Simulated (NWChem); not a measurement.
System meant: Si$_{3}$H$_{8}$O; SMILES [SiH3]O[SiH2][SiH3]

The following NWChem deck was run.

```
start job
memory heap 200 mb stack 900 mb global 1100 mb
geometry units angstroms noautosym nocenter noautoz
  Si     0.468883     2.271780    -0.008642
  O     -0.532210     0.981282    -0.236776
  Si    -1.049924    -0.566520     0.041445
  Si     0.700244    -2.142352    -0.010245
  H      0.200476     2.916011     1.304866
  H      0.231678     3.257323    -1.092602
  H      1.894364     1.844035    -0.043904
  H     -1.728344    -0.640016     1.367902
  H     -2.055458    -0.906546    -1.001652
  H      1.713406    -1.870415     1.047522
  H      0.131301    -3.499537     0.229383
  H      1.394432    -2.152648    -1.327770
end
basis spherical
  Si library 6-31g*
  O library 6-31g*
  H library 6-31g*
end
dft
  xc xtpss03 ctpss03
  iterations 150
end
property
  shielding
end
task dft property
```

End of the output:

```
 Vector   32  Occ=0.000000D+00  E= 1.734443D-02
              MO Center=  2.8D-01, -1.6D+00,  2.8D-03, r^2= 6.9D+00
   Bfn.  Coefficient  Atom+Function         Bfn.  Coefficient  Atom+Function
  ----- ------------  ---------------      ----- ------------  ---------------
    42      1.370448   3 Si s                62     -1.089366   4 Si py
    60     -1.073271   4 Si s                43      0.925517   3 Si px
    61      0.889911   4 Si px               44     -0.585043   3 Si py
    38      0.354738   3 Si s                11     -0.272877   1 Si px
    39      0.237541   3 Si px               74      0.235146   7 H  s

 center of mass
 --------------
 x =  -0.05918141 y =   0.04212099 z =  -0.04669838

 moments of inertia (a.u.)
 ------------------
        1254.256654307118           9.503865834418           0.032929249088
           9.503865834418         288.137954057158          14.115709682234
           0.032929249088          14.115709682234        1473.561918307444

     Multipole analysis of the density
     ---------------------------------

     L   x y z        total         alpha         beta         nuclear
     -   - - -        -----         -----         ----         -------
     0   0 0 0     -0.000000    -29.000000    -29.000000     58.000000

     1   1 0 0      0.051867      0.788422      0.788422     -1.524977
     1   0 1 0      0.030439     -0.626508     -0.626508      1.283455
     1   0 0 1      0.077354      1.072972      1.072972     -2.068590

     2   2 0 0    -37.612916    -96.358276    -96.358276    155.103636
     2   1 1 0      1.281825      2.076963      2.076963     -2.872102
     2   1 0 1     -0.104577      0.242042      0.242042     -0.588660
     2   0 2 0    -36.752161   -362.680288   -362.680288    688.608415
     2   0 1 1      0.176025      3.411260      3.411260     -6.646495
     2   0 0 2    -37.407711    -35.060763    -35.060763     32.713814

          -----------------------------------------
          Chemical Shielding Tensors (GIAO, in ppm)
          -----------------------------------------

 ------------------------------------------------------------------------
  xtpss03: d2 not coded                    0
 ------------------------------------------------------------------------
 ------------------------------------------------------------------------
  current input line :
    29: task dft property
 ------------------------------------------------------------------------
 ------------------------------------------------------------------------
 This error has not yet been assigned to a category
 ------------------------------------------------------------------------
 For more information see the NWChem manual at https://nwchemgit.github.io

0: xtpss03: d2 not coded:Received an Error in Communication
```

**Question.** Find the fault in this run and fix the input.

**Answer.** The program stopped with an error. Cause: this functional's second derivatives, which shieldings need, aren't coded here; the fix takes a hybrid GGA instead. This input runs:
```
start job
memory heap 200 mb stack 900 mb global 1100 mb
geometry units angstroms noautosym nocenter noautoz
  Si     0.468883     2.271780    -0.008642
  O     -0.532210     0.981282    -0.236776
  Si    -1.049924    -0.566520     0.041445
  Si     0.700244    -2.142352    -0.010245
  H      0.200476     2.916011     1.304866
  H      0.231678     3.257323    -1.092602
  H      1.894364     1.844035    -0.043904
  H     -1.728344    -0.640016     1.367902
  H     -2.055458    -0.906546    -1.001652
  H      1.713406    -1.870415     1.047522
  H      0.131301    -3.499537     0.229383
  H      1.394432    -2.152648    -1.327770
end
basis spherical
  * library 6-31g*
end
dft
  xc pbe0
  iterations 150
end
property
  shielding
end
task dft property
```
It converges to -948.04846 Ha (PBE0/6-31G* (spherical d), GIAO).
